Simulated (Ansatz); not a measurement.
Species: WCl, charge 0, multiplicity 6. The spin state was set by rule; other spins were not relaxed. SMILES: [Cl][W]
Structure (B3LYP-D3(BJ)/def2-TZVP (Ansatz, an electronic-structure program) minimum search):
```xyz
2

W      0.0000     0.0000    -0.4289
Cl     0.0000     0.0000     1.8669
```
Charge 0, spin multiplicity 6.

Task: Give the harmonic wavenumbers at B3LYP-D3(BJ)/def2-TZVP (Ansatz, finite differences of forces, unscaled).

Result: 370 cm⁻¹. Zero-point energy 0.5 kcal/mol.

Task: From these and the geometry, give the ideal-gas thermochemistry at 298.15 K and 1 atm (rigid rotor, harmonic oscillator).

Result: Point group C∞v, rotational symmetry number 1. Rotational constants 3.226, 3.226 GHz. S(trans) 42.06, S(rot) 17.02, S(vib) 1.08, S(elec, spin only) 3.56, S 63.7 cal/(mol K). H(298) - H(0) 2.29 kcal/mol; G - E(el) -16.2 kcal/mol.
